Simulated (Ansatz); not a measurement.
`[OH][Ti]([Cl])([Cl])[Cl]` + H₂S → `[SH][Ti]([Cl])([Cl])[Cl]` + H₂O  (ligand exchange at a Ti–O bond)

Calculated with Ansatz (gas phase, PBE0-D4/def2-TZVP geometries, no zero-point term in ΔE). CCSD(T)/CBS is the MP2 limit (def2-TZVPP, def2-QZVPP) plus CCSD(T) − MP2 in def2-TZVPP, frozen cores. This one scheme is used for every species. Functionals use def2-TZVPP. For Ti outer-core shells are correlated without core-valence functions, which leaves a few kJ/mol of doubt a bond. Scalar relativity is left out up to krypton. Each species was taken in one conformer, which may not be the lowest.

Task: Is it downhill or uphill in electronic energy at CCSD(T)/CBS, and by how much? (An estimate is asked.)

Result: Ansatz gave: Uphill: ΔE = +7.0 kcal/mol.

Task: What do these levels give: PBE-D4, BLYP-D4, r2SCAN0-D4, revPBE, BHLYP, CAM-B3LYP, LC-ωPBE, MP2/def2-TZVPP, SCS-MP2/def2-TZVPP, HF/def2-QZVPP, HF/CBS(def2), CCSD/CBS(def2)? (An estimate is asked.)

Result: Computed: PBE-D4 7.4, BLYP-D4 8.7, r2SCAN0-D4 8.9, revPBE 8.4, BHLYP 12.0, CAM-B3LYP 13.0, LC-ωPBE 12.9, MP2/def2-TZVPP 4.8, SCS-MP2/def2-TZVPP 7.2, HF/def2-QZVPP 14.9, HF/CBS(def2) 14.9, CCSD/CBS(def2) 9.4 kcal/mol.

Largest T1 diagnostic among the species: 0.026, so the coupled-cluster value is less sure than usual.

In def2-TZVPP, CCSD(T) changes the Hartree–Fock value by −6.6 kcal/mol (the triples alone add −2.4 kcal/mol) and MP2 by −10.3 kcal/mol. From BLYP to BHLYP (50 % exact exchange), in def2-TZVPP and without D4, ΔE moves by +1.5 kcal/mol.
